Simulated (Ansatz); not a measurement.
Cost and result for the atomization energy of C₂H₇InZn, SMILES `[CH3][Zn][CH2][InH2]` (11 atoms, 10 bonds).

```json
{"atom": "C1", "x (Å)": "0.796", "y (Å)": "-0.674", "z (Å)": "-2.383"}
{"atom": "Zn2", "x (Å)": "-0.019", "y (Å)": "-0.557", "z (Å)": "-0.625"}
{"atom": "C3", "x (Å)": "-0.827", "y (Å)": "-0.428", "z (Å)": "1.132"}
{"atom": "In4", "x (Å)": "-0.295", "y (Å)": "1.348", "z (Å)": "2.190"}
{"atom": "H5", "x (Å)": "1.886", "y (Å)": "-0.708", "z (Å)": "-2.308"}
{"atom": "H6", "x (Å)": "0.468", "y (Å)": "-1.574", "z (Å)": "-2.909"}
{"atom": "H7", "x (Å)": "0.530", "y (Å)": "0.190", "z (Å)": "-2.997"}
{"atom": "H8", "x (Å)": "-1.913", "y (Å)": "-0.458", "z (Å)": "1.000"}
{"atom": "H9", "x (Å)": "-0.509", "y (Å)": "-1.302", "z (Å)": "1.709"}
{"atom": "H10", "x (Å)": "1.118", "y (Å)": "1.374", "z (Å)": "3.191"}
{"atom": "H11", "x (Å)": "-1.235", "y (Å)": "2.789", "z (Å)": "2.001"}
```

The species carries charge 0 and has multiplicity 1. For Zn the d shell is correlated and the shells below it are frozen. Correlated methods include outer-core shells of In, which these sets cover unevenly. Scalar relativity is left out up to krypton. In takes the def2 core potential. The structure was optimised at the PBE0-D4/def2-TZVP level. It is one conformer, not always the lowest. Program: Ansatz. All runs use 4 threads of an Arm Neoverse V2 on a shared host. Times are those of one run each, without the atoms' runs, and a repeat can differ threefold. Electronic energies, without spin–orbit coupling; frozen cores. CCSD(T)/CBS adds CCSD(T) − MP2 in def2-TZVPP to the MP2 limit, and its time is that of the two runs behind it. T1 = 0.014. With those shells the extrapolation isn't a true limit. HSE06 is the plane-wave form, built on full-range PBE exchange.

CCSD(T)/CBS is a level of theory with its own doubt, some kJ/mol a heavy atom from the limit and from the frozen cores, so smaller differences don't rank the functionals.

```json
{"level": "PBE-D4/def2-TZVPP (with forces)", "functions": "274", "wall time": "3.2 s", "atomization (kJ/mol)": "3238.0", "difference from CCSD(T)/CBS": "9.9", "per bond": "1.0"}
{"level": "PBE0-D4/def2-TZVPP", "functions": "274", "wall time": "4.5 s", "atomization (kJ/mol)": "3218.0", "difference from CCSD(T)/CBS": "-10.1", "per bond": "-1.0"}
{"level": "HSE06-D4/def2-TZVPP", "functions": "274", "wall time": "4.9 s", "atomization (kJ/mol)": "3219.1", "difference from CCSD(T)/CBS": "-9.0", "per bond": "-0.9"}
{"level": "r2SCAN-D4/def2-TZVPP (with forces)", "functions": "274", "wall time": "7 s", "atomization (kJ/mol)": "3241.3", "difference from CCSD(T)/CBS": "13.2", "per bond": "1.3"}
{"level": "r2SCANh-D4/def2-TZVPP", "functions": "274", "wall time": "7.5 s", "atomization (kJ/mol)": "3229.0", "difference from CCSD(T)/CBS": "0.9", "per bond": "0.1"}
{"level": "B2PLYP/def2-TZVPP", "functions": "274", "wall time": "8 s", "atomization (kJ/mol)": "3169.3", "difference from CCSD(T)/CBS": "-58.8", "per bond": "-5.9"}
{"level": "PBE-QIDH/def2-TZVPP", "functions": "274", "wall time": "8 s", "atomization (kJ/mol)": "3218.8", "difference from CCSD(T)/CBS": "-9.3", "per bond": "-0.9"}
{"level": "CCSD(T)/def2-SVP", "functions": "120", "wall time": "12 s", "atomization (kJ/mol)": "3060.9", "difference from CCSD(T)/CBS": "-167.2", "per bond": "-16.7"}
{"level": "B97M-V/def2-TZVPP", "functions": "274", "wall time": "13 s", "atomization (kJ/mol)": "3227.5", "difference from CCSD(T)/CBS": "-0.6", "per bond": "-0.1"}
{"level": "ωB97M-V/def2-TZVPP (with forces)", "functions": "274", "wall time": "17 s", "atomization (kJ/mol)": "3230.8", "difference from CCSD(T)/CBS": "2.7", "per bond": "0.3"}
{"level": "MP2/def2-QZVPP", "functions": "506", "wall time": "29 s", "atomization (kJ/mol)": "3216.6", "difference from CCSD(T)/CBS": "-11.5", "per bond": "-1.1"}
{"level": "CCSD(T)/def2-TZVPP", "functions": "274", "wall time": "6.6 min", "atomization (kJ/mol)": "3162.8", "difference from CCSD(T)/CBS": "-65.3", "per bond": "-6.5"}
{"level": "CCSD(T)/CBS(def2)", "functions": "–", "wall time": "7.1 min", "atomization (kJ/mol)": "3228.1", "difference from CCSD(T)/CBS": "0.0", "per bond": "0.0"}
```

In def2-TZVPP, CCSD(T) changes the Hartree–Fock value by +795.9 kJ/mol (the triples alone add +42.6 kJ/mol) and MP2 by +810.2 kJ/mol; breaking electron pairs costs correlation energy, which Hartree–Fock lacks. At CCSD(T), def2-SVP lies −167.2 kJ/mol from the extrapolated value and def2-TZVPP −65.3 kJ/mol: correlation converges slowly with the basis, and small sets miss more of it in the bonded molecule than in its fragments. Leaving LDA and LC-ωPBE aside and taking each functional with its dispersion term where it has one, the values, not all of them listed here, spread over 106.2 kJ/mol, from BHLYP-D4 to ωB97X-V. LDA lies +435.6 kJ/mol from PBE without D4, its usual overbinding.

Spin–orbit coupling would lower the free In atoms strongly, and the atomization energy with them, by more than many differences here.
